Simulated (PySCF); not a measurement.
C₃H₈OSi, SMILES C[SiH2]CC=O.

Geometry: B3LYP-D3(BJ)/def2-SVP. This is a generated structure with no PubChem entry under its InChIKey; it may be hypothetical. One conformer was computed; it need not be the lowest.

Calculation: SMD-PBE0/def2-SVP in PySCF.

Solvation free energies are E(SMD) − E(gas) at the gas-phase geometry, for 1 M in both phases. In vacuum the dipole moment is 3.08 D.

**Question.** Rank water, acetone, ethanol by solvation free energy, most negative first.

**Answer.** acetone (-5.1 kcal/mol), ethanol (-4.6 kcal/mol), water (-1.7 kcal/mol)
